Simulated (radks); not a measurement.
The numbers below are computed, except where a source is named.
Valence configurations of the copper ion Cu+ (all share [Ar]). Level of theory: scalar-relativistic Kohn-Sham, PBE, spin-polarised, spherical densities, finite nucleus; open shells are filled with parallel spins first; Fermi nuclear charge, rms radius 3.8823 fm (a radial shooting solver on a logarithmic mesh with Libxc functionals). Energies are relative to 3d10; eigenvalues in eV for spin up.

3d10: E (eV) 0.000; moment (Bohr magnetons) 0; e(3d) -13.659
3d9.5 4s0.5: E (eV) 1.113; moment (Bohr magnetons) 1; e(3d) -16.386; e(4s) -13.044
3d9 4s1: E (eV) 2.773; moment (Bohr magnetons) 2; e(3d) -19.390; e(4s) -14.185
3d9 4p1: E (eV) 8.861; moment (Bohr magnetons) 2; e(3d) -21.018; e(4p) -8.998
3d8.5 4p1.5: E (eV) 14.844; moment (Bohr magnetons) 3; e(3d) -25.026; e(4p) -10.090
3d8 4s1 4p1: E (eV) 15.059; moment (Bohr magnetons) 4; e(3d) -27.735; e(4p) -10.403; e(4s) -17.306
3d7.5 4s1.5 4p1: E (eV) 20.693; moment (Bohr magnetons) 4; e(3d) -31.532; e(4p) -10.890; e(4s) -18.093
3d8 4p2: E (eV) 22.010; moment (Bohr magnetons) 4; e(3d) -29.234; e(4p) -11.123
3d7.5 4s1 4p1.5: E (eV) 23.082; moment (Bohr magnetons) 5; e(3d) -32.186; e(4p) -11.443; e(4s) -18.769
3d7 4s1 4p2: E (eV) 32.473; moment (Bohr magnetons) 6; e(3d) -36.809; e(4p) -12.443; e(4s) -20.183

NIST lists [Ar] 3d10 as the ground configuration; this level of theory agrees among the configurations tried. The energies are those of spherical high-spin densities, not of single terms.
